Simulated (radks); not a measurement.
Task: The tellurium ion Te10+ is in [Kr] 4d6. All-electron calculation, scalar-relativistic Kohn-Sham, r2SCAN, spin-polarised, spherical densities, finite nucleus; meta-GGA in the generalised Kohn-Sham scheme; Fermi nuclear charge, rms radius of each element as measured or else 0.836 A^(1/3) + 0.57 fm. Program: a radial shooting solver on a logarithmic mesh with Libxc functionals. Open shells are filled with parallel spins first. One electron is removed from 4p, 4d, 3d, 4s in turn, with full relaxation. Which removal costs least, and what does each cost?

Result: 4d 215.05 eV; 4p 295.59 eV; 4s 349.26 eV; 3d 775.83 eV. The 4d electron leaves first.
